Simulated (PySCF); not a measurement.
# Radial density of Ne⁺ (neon, charge +1)

UHF, [He] 2s2 2p5, 2P determinant. All numbers are calculated (PySCF 2.14, no relativity, point nucleus, in cc-pVDZ (3s2p1d, 14 functions)).

```tsv
r (bohr)	4πr²ρ (e/bohr)	4πr²(ρα − ρβ)
0.00201	0.03003	0.0000
0.00339	0.08352	0.0000
0.00570	0.2267	0.0001
0.00958	0.5913	0.0003
0.0161	1.471	0.0008
0.0271	3.341	0.0020
0.0456	6.563	0.0054
0.0767	10.07	0.0190
0.129	10.44	0.0842
0.217	6.576	0.3178
0.365	5.371	0.7988
0.614	7.617	1.1276
1.03	4.865	0.6513
1.74	0.9128	0.1004
2.92	0.03648	0.0049
```
